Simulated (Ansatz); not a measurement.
Total energies of (HZn-mu-Cl)2 (Zn₂H₂Cl₂) from Ansatz at PBE0-D4/def2-TZVP, gas phase (1 Eh = 27.2114 eV = 2625.5 kJ/mol). The reference geometry is relaxed at r2SCAN-D4/def2-SVP.

```csv
state,geometry,energy (Eh)
charge 0 singlet,reference,-4479.73944
charge 1 doublet,reference,-4479.35952
free Zn atom (singlet),–,-1779.14424
free H atom (doublet),–,-0.50104
free Cl atom (doublet),–,-459.99739
```

Work out the vertical ionisation energy to the doublet.

E(charge 1 doublet) − E(charge 0 singlet) = -4479.35952 − (-4479.73944) = 0.37992 Eh = 10.34 eV. For comparison, −ε of the highest occupied level is 8.44 eV at this level, 1.90 eV less.

What is the binding energy per atom against free atoms?

Atoms: 2 × (-1779.14424) + 2 × (-0.50104) + 2 × (-459.99739) = -4479.28534 Eh. Binding: -4479.28534 − (-4479.73944) = 0.45410 Eh = 12.36 eV, or 2.06 eV for each of 6 atoms (no zero-point energy, no counterpoise term).
